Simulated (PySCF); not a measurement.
Correlation energy of Cr (chromium, neutral)

[Ar] 3d4 4s2, high-spin 5D determinant (an excited configuration). All numbers are calculated (PySCF 2.14, no relativity, point nucleus, in def2-TZVPPD (6s6p4d2f1g, 67 functions)). Frozen: [Ar]; 6 electrons correlated.

MP2 pair energies summed by pair of shells (mhartree):

| pair | energy | share (%) |
| --- | --- | --- |
| 3d-3d | -40.44 | 48.5 |
| 3d-4s | -22.18 | 26.6 |
| 4s-4s | -20.81 | 24.9 |

Total MP2 correlation energy: -83.43 mhartree.

Same-spin part -50.21 and opposite-spin part -33.23 mhartree; SCS-MP2 scales them by 1/3 and 6/5 to -56.61 mhartree.
